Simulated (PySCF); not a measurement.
## Polarisability of `C[n+]1coc(C(F)F)c1`

Compound: C₅H₆F₂NO (charge +1).
Cartesian coordinates in Å at the PBE0-D3(BJ)/def2-SVP level; atoms count from 1:
```xyz
15
C5H6F2NO angstrom
C     -2.382   -0.066   -0.652
N     -1.031    0.148   -0.143
C     -0.652    1.068    0.719
O      0.622    0.974    0.960
C      1.117   -0.058    0.222
C      2.586   -0.358    0.339
F      2.854   -0.716    1.599
F      3.271    0.749    0.040
C      0.093   -0.594   -0.482
H     -2.733   -1.058   -0.340
H     -2.369    0.003   -1.747
H     -3.045    0.705   -0.244
H     -1.263    1.832    1.201
H      2.867   -1.174   -0.350
H      0.056   -1.426   -1.182
```

Level: B3LYP/def2-SVPD (PySCF), static field, nuclei fixed, core orbitals frozen in the response. The polarisability tensor in these axes (au):

```
x   82.22 -3.09  6.46
y   -3.09 57.28  8.30
z    6.46  8.30 54.74
```

Diagonalise the tensor; give its mean and Δα, where Δα² is half the sum of the squared differences of the eigenvalues.

Principal values 46.27, 64.24 and 83.72 au; mean 64.75 au = 9.59 Å³ = 10.68 × 10⁻⁴⁰ C²·m²/J; Δα = 32.44 au (50 % of the mean).

Give the principal axes and the span of the nuclei along them.

Largest value along (0.98, -0.05, 0.20), where the nuclei span 6.23 Å; middle along (-0.09, 0.78, 0.62), 4.13 Å; least along (-0.19, -0.62, 0.76), 2.17 Å. The response follows the extents in order.

What are the principal values of the traceless quadrupole moment, Θ = ½Σq(3rr − r²1), about the centre of nuclear charge?

-19.32, -1.47, 20.79 D·Å. The values depend on the origin, since the species is charged. The electronic extent ⟨r²⟩ about the same centre is 1272 bohr², a root-mean-square distance of 2.29 Å for the 68 electrons.

In TDDFT the mean static polarisability is Σ f/ω² over all singlet excitations (ω in hartree). How much of it do the 10 lowest give? Their energies (eV) and oscillator strengths: 6.07, 0.1376; 6.53, 0.0001; 7.17, 0.0498; 7.56, 0.0005; 7.92, 0.0105; 8.09, 0.0055; 8.16, 0.4928; 8.33, 0.0077; 8.52, 0.0005; 8.69, 0.0005.

They add up to 9.25 au, 14.3 % of the 64.75 au; the largest single term is 5.48 au, from the state at 8.16 eV. Terms in order: 2.76, 0.00, 0.72, 0.01, 0.12, 0.06, 5.48, 0.08, 0.01, 0.01 au. Higher excitations give the rest. The strengths listed sum to 0.706.

Rayleigh depolarisation ratio (linearly polarised light, static tensor)?

ρ = 3Δα²/(45ᾱ² + 4Δα²) = 3157.0/(188636 + 4209.4) = 0.0164.

Geometry: PBE0-D3(BJ)/def2-SVP, one conformer, isolated ion.
